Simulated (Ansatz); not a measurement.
`[BH2][GeH2][SiH2]C` + H₂ → `[BH2][GeH2][SiH3]` + CH₄ at 298.15 K and 1 bar (hydrogenolysis of the Si–C bond).

Program: Ansatz. Geometries: PBE0-D4/def2-TZVP. ΔE: electronic, gas phase. CCSD(T)/CBS adds triple-zeta CCSD(T) − MP2 to the extrapolated MP2 energy (def2 sets, frozen cores). This one scheme is used for every species. For Ge outer-core shells are correlated without core-valence functions, which leaves a few kJ/mol of doubt a bond. Scalar relativity is left out up to krypton. Each species was taken in one conformer, which may not be the lowest.

| species | CCSD(T)/CBS energy (Eh) | H − E (kJ/mol) | S (J/(mol·K)) |
| --- | --- | --- | --- |
| `[BH2][GeH2][SiH2]C` | -2433.42808 | 260.1 | 383.5 |
| H₂ | -1.17544 | 35.1 | 130.4 |
| `[BH2][GeH2][SiH3]` | -2394.15199 | 179.0 | 345.3 |
| CH₄ | -40.46206 | 127.4 | 186.2 |

H − E and S are ideal-gas, rigid-rotor, harmonic terms from PBE0-D4/def2-TZVP, for one conformer and one mirror image of each species. For small species the MP2-based limit differs from directly extrapolated CCSD(T) by up to some mEh (0.8 for H₂); such offsets cancel only in part. 1 Eh = 2625.50 kJ/mol, R = 8.31446 J/(mol·K).

**Question.** By hand: ΔE, ΔH, ΔS and ΔG.

**Answer.** ΔE = (-2394.15199) + (-40.46206) − (-2433.42808) − (-1.17544) = -0.01053 Eh = -27.6 kJ/mol. Δ(H − E) = 179.0 + 127.4 − 260.1 − 35.1 = 11.2, so ΔH = -16.4 kJ/mol. ΔS = 345.3 + 186.2 − 383.5 − 130.4 = 17.6 J/(mol·K). ΔG = -16.4 − 298.15 × (17.6)/1000 = -21.6 kJ/mol.

**Question.** By hand: the equilibrium constant, and the temperature at which ΔG would vanish if ΔH and ΔS stayed fixed.

**Answer.** log₁₀ K = −ΔG/(RT ln 10) = 3.8. ΔH and −TΔS have one sign here, so there is no such temperature.

ΔH outweighs TΔS. A doubt of 5 kJ/mol in ΔE shifts log₁₀ K by 0.9 here. Other conformers and mirror images would add mixing entropy, several J/(mol·K) or more a flexible species. Modes under 60 cm⁻¹, often nearly free rotors, make the harmonic entropy too high. These are equilibria of isolated gas molecules and say nothing of rates. Largest T1 diagnostic: 0.013 (customary marks: 0.02 for closed shells, 0.045 for open ones).
